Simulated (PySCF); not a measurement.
B(OH)2(OEt) (C2H7BO3), SMILES CCOB(O)O. The structure is a stationary point at PBE0-D3(BJ)/def2-SVP. One conformer was computed; it need not be the lowest.

Computed equilibrium geometry at PBE0-D3(BJ)/def2-SVP (PySCF confirms it by a frequency run) as bond lengths and angles (one conformer of several):
Atoms: B1 O2 H3 O4 H5 O6 C7 C8 H9 H10 H11 H12 H13. Bonds (Å): B1–O2 1.367, B1–O4 1.374, B1–O6 1.355, O2–H3 0.959, O4–H5 0.959, O6–C7 1.409, C7–C8 1.514, C7–H9 1.102, C7–H10 1.104, C8–H11 1.100, C8–H12 1.101, C8–H13 1.100. Angles (°): O2–B1–O4 124.6, O2–B1–O6 116.4, O4–B1–O6 119.1, B1–O2–H3 114.7, B1–O4–H5 115.2, B1–O6–C7 121.5, O6–C7–C8 111.7, O6–C7–H9 106.7, O6–C7–H10 110.5, C8–C7–H9 110.2, C8–C7–H10 110.1, H9–C7–H10 107.5, C7–C8–H11 110.6, C7–C8–H12 110.7, C7–C8–H13 110.6, H11–C8–H12 108.3, H11–C8–H13 108.5, H12–C8–H13 108.1.
